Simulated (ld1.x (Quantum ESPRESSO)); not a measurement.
## Ga (Z = 31): variants of one TM potential

Base potential:

- Element: gallium
- Generator: ld1.x (Quantum ESPRESSO) 7.5
- Type: norm-conserving Troullier–Martins (Kleinman–Bylander form)
- Functional: PW91
- Relativity: scalar-relativistic
- Frozen core: [Ar] 3d10
- Valence charge: 3
- Reference configuration: 4s2 4p1
- Partial waves: 4s (bound): rc 1.95 bohr; 4p (bound): rc 2.40 bohr
- Local potential: the p channel
- Core correction: a·sin(br)/r model core inside 1.25 bohr

All-electron outer shells of the reference configuration (PW91, scalar-relativistic, ld1.x):

```json
{"shell": "3p", "level (eV)": "-98.91", "outermost node (bohr)": "0.24", "outermost maximum (bohr)": "0.56"}
{"shell": "3d", "level (eV)": "-19.24", "outermost node (bohr)": "–", "outermost maximum (bohr)": "0.53"}
{"shell": "4s", "level (eV)": "-9.02", "outermost node (bohr)": "0.81", "outermost maximum (bohr)": "1.90"}
{"shell": "4p", "level (eV)": "-2.62", "outermost node (bohr)": "0.87", "outermost maximum (bohr)": "2.53"}
```

Cutoffs, loose and tight: the cutoffs (Ry, on a coarse ladder) from which the occupation-weighted sum of valence levels, in a spherical-Bessel basis at the reference potential, stays within 10 and 1 mRy of its value at 400 Ry. They do not see the model core or the augmentation charge, which bear on the density cutoff. Test errors are all-electron minus pseudo excitation energies from the reference, over the configurations 4s2 4p0; 4s1 4p0; 4s2 4p0.5; 4s2 4p1.3; 4s1 4p1; 4s1 4p2; 4s0 4p3. A dash means not determined; rows that change the core or the reference have their own tests.

A true bound ghost makes a file unfit for plane-wave use even where its test errors are small: the radial tests pick states by their node count and pass the ghost by.

| change | outcome | cutoff, loose | cutoff, tight | bound ghosts | largest test error (meV) |
| --- | --- | --- | --- | --- | --- |
| base | generated | 15 Ry | 35 Ry | s | -206 |
| wave 4p (bound): rc 2.40 bohr becomes 4p (bound): rc 1.56 bohr | generated | 30 Ry | 45 Ry | s | -194 |
| wave 4p (bound): rc 2.40 bohr becomes 4p (bound): rc 1.78 bohr | generated | 15 Ry | 35 Ry | s | -201 |
| wave 4p (bound): rc 2.40 bohr becomes 4p (bound): rc 2.10 bohr | generated | 15 Ry | 35 Ry | s | -210 |
| wave 4p (bound): rc 2.40 bohr becomes 4p (bound): rc 2.36 bohr | generated | 15 Ry | 35 Ry | s | -206 |
| wave 4p (bound): rc 2.40 bohr becomes 4p (bound): rc 2.58 bohr | generated | 15 Ry | 35 Ry | s | -206 |
| wave 4p (bound): rc 2.40 bohr becomes 4p (bound): rc 2.90 bohr | generated | 15 Ry | 35 Ry | none | -211 |
| wave 4p (bound): rc 2.40 bohr becomes 4p (bound): rc 3.08 bohr | generated | 15 Ry | 35 Ry | none | -215 |
| wave 4p (bound): rc 2.40 bohr becomes 4p (bound): rc 3.30 bohr | generated | 15 Ry | 35 Ry | none | -220 |
| wave 4p (bound): rc 2.40 bohr becomes 4p (bound): rc 3.54 bohr | generated | 15 Ry | 35 Ry | none | -224 |

Reading the sweep of the p radius (base included, trends over the rows without a ghost): The loose cutoff stays near 15 Ry. The median size of the test errors (rows with all tests solved) stays near 16.5 meV. Bound ghosts are found at 1.56, 1.78, 2.1, 2.36, 2.4, 2.58 bohr.
